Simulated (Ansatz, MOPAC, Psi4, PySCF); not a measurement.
Species: [dimethyl(phosphanyl)silyl]phosphane, C2H10P2Si (charge 0, singlet). SMILES: C[Si](C)(P)P
Geometry: optimised at B3LYP-D3(BJ)/def2-TZVP (Ansatz, an electronic-structure program).

Quantity: vertical ionisation energy to the doublet, in eV. Terms: open shells spin-unrestricted; each state is the SCF solution reached for its charge and spin; no dispersion term unless named; spin-orbit terms left out; frozen cores in correlated levels; non-relativistic; 6-311+G** with 5d, 6d on Na to Ar in Ansatz; 6-31G* and kin with 6d, 5d where marked. First-principles rows: single points at B3LYP-D3(BJ) geometries (Ansatz). Semi-empirical rows: differences of heats of formation at the shared geometry for vertical values.

| level | program | vertical ionisation energy to the doublet (eV) |
|---|---|---|
| AM1 | MOPAC | 9.74 |
| PM6 | MOPAC | 8.80 |
| HF/6-311+G** | Ansatz | 8.27 |
| PBE/6-31G* | Ansatz | 8.45 |
| PBE/6-311+G** | Ansatz | 8.57 |
| B3LYP/6-31G* | Ansatz | 8.69 |
| B3LYP/6-311+G** | Ansatz | 8.80 |
| M06-2X/6-31G* (5d) | PySCF | 8.97 |
| wB97X-D/6-31G* | Psi4 | 8.95 |
| MP2/6-31G* | Ansatz | 8.77 |
| wB97X-V/def2-TZVPD | Ansatz | 9.08 |

No value to compare with is used here. The 10 habitual levels span 8.27 (HF/6-311+G**) to 9.74 eV (AM1); wB97X-V/def2-TZVPD gives 9.08.

The levels are drawn from those run, B3LYP/6-31G* more often than the rest, none by its result; left out are runs that failed, that the program found above a lower state of the same kind, or whose <S^2> lies over 0.5 above the pure value.
